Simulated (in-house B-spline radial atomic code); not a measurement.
A fraction x of an electron is moved 4d → 4f in Yb5+, starting from [Kr] 4d10 4f12 5s2 5p5 and keeping the highest spin. Level of theory: scalar-relativistic (X2C) Hartree-Fock with fractional occupations, spin-polarised, spherical fractional occupations, Fermi nucleus of rms radius 5.3108 fm; calculated with an all-electron radial atomic-structure program (B-spline basis).

Caution: exact exchange at fractional occupations of open shells leaves self-interaction of up to several eV.

```tsv
x	E(x) - E(0) (eV)	4d down level (eV)	4f down level (eV)
0	0.0000	-278.672	-77.466
0.125	25.0641	-277.883	-78.063
0.25	49.9547	-277.091	-78.660
0.375	74.6718	-276.296	-79.254
0.5	?	?	?
0.625	123.5847	-274.702	-80.441
0.75	147.7803	-273.901	-81.032
0.875	?	?	?
1	195.6493	-272.294	-82.212
```

Q: What belongs in the row x = 0.5?

A: An energy change of 99.2152 eV; 4d down at -275.500 eV, 4f down at -79.848 eV.

Q: What belongs in the row x = 0.875?

A: An energy change of 171.8019 eV; 4d down at -273.099 eV, 4f down at -81.623 eV.

Q: Check Janak's theorem between x = 0.125 and 0.25.

A: The slope of the energy is 199.12 eV; the orbital levels give 199.13 eV (ε of the receiving orbital less ε of the emptying one, averaged over the two points).
